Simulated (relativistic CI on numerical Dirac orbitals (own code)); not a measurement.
One change at a time: Tb XXVIII

Base calculation: Dirac-Coulomb-Breit CI, separate exchange-only KLI orbitals for each configuration, a model potential for QED, unscaled Slater integrals.

CI space (outside the closed core [Ar] 3d10): 4s²4p⁶4d², 4s²4p⁵4d³, 4s²4p⁶4d4f, 4s4p⁶4d³, 4s²4p⁵4d²4f, 4s4p⁶4d²4f, 4s²4p⁶4d5s, 4s²4p⁶4f5s, 4s²4p⁶4d5p, 4s²4p⁶4f², 4s²4p⁵4f³, 4s4p⁶4f³, 4s²4p⁶4f5p, 4s²4p⁵4f²5p, 4s4p⁶4f²5p. Double excitations out of closed p, d and f shells are left out; levels of such configurations are missing from the list, as are those of other unlisted configurations, and high levels can miss mixing partners.

The lowest level and the first level of each name with at least 55 % of one term (blank where a level has no safe partner in the second run):

```tsv
Level	Base (cm⁻¹)	Shift (cm⁻¹)
4s²4p⁶4d² ³F2	0	0
4s²4p⁶4d² ³P0	52221	-73
4s²4p⁶4d² ³F3	63578	+1807
4s²4p⁶4d² ³P1	97889	+1479
4s²4p⁶4d² ¹S0	241519	+2795
4s²4p⁵4d³ ⁵D°0	1008048	+2680
4s²4p⁵4d³ ³P°0	1089221	+3527
4s²4p⁵4d³ ³P°1	1155114	+5542
4s²4p⁵4d³ ³I°7	1159676	+7047
4s²4p⁵4d³ ³D°1	1191206	+5487
```

At this charge energies of transitions that change n are usually good to better than 1 %, and those within a shell (Δn = 0) to a few per cent. Terms inside the open d or f shell come out 10 to 20 % too wide with unscaled integrals.

(1) One thing was changed in a second run, which moved the levels as shown. Which?
A. configuration mixing switched off
B. QED terms removed
C. Breit term removed

## Answers

(1) C. Breit term removed. The Breit term mainly narrows fine-structure intervals, so removing it widens them.

LS names give the leading component of a level, which can be under half, so a name can repeat, a term be missing and a line seem to break the LS rules.
